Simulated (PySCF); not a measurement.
C₂H₃ (SMILES [CH]=C), doublet (typed; the unrestricted solution is spin-contaminated), at a GFN2-xTB geometry. Base run: HF/STO-3G (PySCF).

Here is a job for PySCF.
```python
from pyscf import gto, scf

mol = gto.Mole()
mol.atom = '''
    C     0.052544   -0.574335   -0.017338
    C     0.036991    0.712736    0.021975
    H    -0.843871   -1.201497   -0.040558
    H     0.974659   -1.139616   -0.030490
    H    -0.667997    1.510703    0.043223
'''
mol.basis = 'sto-3g'
mol.charge = 0
mol.spin = 1
mol.verbose = 3
mol.build()

mf = scf.UHF(mol)
mf.kernel()
mo_i, mo_e, stable_i, stable_e = mf.stability(internal=True, external=True, return_status=True, nroots=6, tol=1e-6)
print('internally stable:', stable_i, ' externally stable:', stable_e)
if not stable_i:
    umf = mf.copy()
    umf.scf_summary = {}
    umf.kernel(umf.make_rdm1(mo_i, mf.mo_occ))
```

The bond that is stretched is that between atoms 4 and 1. A test that says stable can miss a lower solution.

Each row names what was changed in the base input (with any setting that the change needs).

```csv
change,ΔE vs base (kcal/mol),<S^2>,E after following the instability (Eh),<S^2> there,stability test says,outcome
base,0.000,1.079,-,-,stable,converged
bond × 1.25,25.18,1.111,-,-,stable,converged
bond × 1.5,-,-,-,-,-,not converged
bond × 1.8,86.8,1.767,-,-,stable,converged
bond × 2.2,138.7,0.799,-76.26814,1.94,internal instability,converged
bond × 3.0,137.9,0.750,-76.27519,1.95,internal instability,converged
```

On stretching, the SCF can end on different states; <S^2> shows the spin contamination of each.
